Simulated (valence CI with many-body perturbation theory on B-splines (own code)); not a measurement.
**Hg LXVII: key properties**

Computed by valence CI with perturbative core correlation (CI+MBPT): four valence electrons over a frozen Dirac-Fock core [Ne], radial functions for each j: 11 s, 11 p, 10 d, 8 f, 5 g, 2 h, with the one-electron correlation potential Σ1, the two-electron term Σ2, the three-electron term Σ3, Breit, model QED; selected CI, second order for the rest, scaled by the run's own slope (own B-spline code, finite nucleus).

No measured spectrum was set against this ion. As an estimate, large intervals hold to a few tenths of a per cent, small ones and those within an open d or f shell to about a per cent. Among the levels kept, up to 590 cm⁻¹ of a level comes from second order outside the variational space, and about a tenth of that is noise between levels of different J, which matters for small intervals.

Levels are named by their leading jj configuration (3d3/2^4 stands for four electrons in 3d with j = 3/2), which in mixed levels can hold well under half, so a name can repeat and another be missing.

Rates and lifetimes use the calculated energies. Strong lines usually hold to 10 to 20 %, long lifetimes can be off by a factor of two.

Task: What is the ground level?

Result: (3s^2 3p1/2^2) J=0, composition 68 % 3s2 3p2 3P + 32 % 3s2 3p2 1S.

Task: How well does LS coupling describe the low levels?

Result: Among the lowest 20 levels the leading LS term, summed over configurations, holds 58 % on average. For single configurations the figures are 55 % in LS and 93 % in jj coupling. Terms mix most in the J = 2 level at 1099.1 eV, where the leading one holds 27 %.

Task: Name the longest-lived excited levels whose lifetime is computed, and their main decay.

Result: (3s^2 3p1/2 3p3/2) J=2 at 520.5 eV lives 49.0 ns, mostly by E2 to (3s^2 3p1/2^2) J=0; (3s^2 3p1/2 3p3/2) J=1 at 510.4 eV lives 1.21 ns, mostly by M1 to (3s^2 3p1/2^2) J=0.

Task: Where does the other parity begin?

Result: At (3s 3p1/2^2 3p3/2) J=2, 702.5 eV.

Task: What is the ionisation energy?

Result: 8007.3 eV; NIST lists 8010 ± 40 eV (theoretical).
